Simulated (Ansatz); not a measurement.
```yaml
crystal:
  periodic: [false, false, false]
  atoms:
    - {symbol: C, position_ang: [-0.423428, 0.443050, -0.481808]}
    - {symbol: O, position_ang: [-0.968777, -0.541764, 0.075468]}
    - {symbol: Zn, position_ang: [1.757159, -1.828335, 1.871673]}
    - {symbol: H, position_ang: [-1.013842, 1.153287, -1.188791]}
    - {symbol: H, position_ang: [0.701283, 0.696587, -0.320011]}
basis:
  gaussian: {orbitals: def2-mTZVP, fitting: {mean_field: cc-pVTZ-jkfit}}
hamiltonian: {xc: {name: PBEsol}, dispersion: d3bj}
```

```sh
$ ansatz run in.yaml --threads 2 --pin off --events-out ev --progress --plain --max-ram 4352MiB
```

(1) How does Ansatz answer? (Best estimate.)

Answers

(1) Ansatz gave: The input was rejected before any iteration.
```
Functional definition: PBEsol
Error: <dir> the basis set cc-pVTZ-JKFIT has no functions for Zn
```
